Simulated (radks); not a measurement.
Species: S. Configuration: [He] 2s2 2p5 3s2 3p4 4s1 (not the ground configuration). Calculated with a radial shooting solver on a logarithmic mesh with Libxc functionals: non-relativistic Kohn-Sham, PBEsol, spin-unpolarised, spherical densities, point nucleus.

Local quantities along the radius. ELF = 1/(1 + alpha^2) is the electron localisation function; alpha = (tau - tau_W)/tau_unif compares the Pauli kinetic energy density with that of the uniform gas.

```
   r/bohr * ELF (the largest magnitude, 1, reaches the edge; | marks zero)
 0.006405 |                                                      *
 0.008543 |                                                      *
   0.0113 |                                                      *
  0.01508 |                                                      *
  0.02011 |                                                      *
   0.0266 |                                                      *
  0.03548 |                                                      *
  0.04695 |                                                      *
  0.06262 |                                                     *
  0.08352 |                                                  *
   0.1105 |                                 *
   0.1474 |             *
    0.195 |             *
   0.2601 |                                *
   0.3469 |                                            *
    0.459 |                                             *
   0.6122 |                          *
   0.8165 |    *
     1.08 |                     *
    1.441 |                                             *
    1.907 |                                            *
    2.543 |                       *
    3.392 |  *
    4.488 |       *
    5.985 |                                                  *
    7.983 |                                                      *
    10.56 |                                                      *
    14.09 |                                                      *
```

On this mesh the ELF has minima near r = 0.17, 0.82, 3.9 bohr, which separate the shells, and maxima near 0.40 (0.85), 1.7 (0.85).
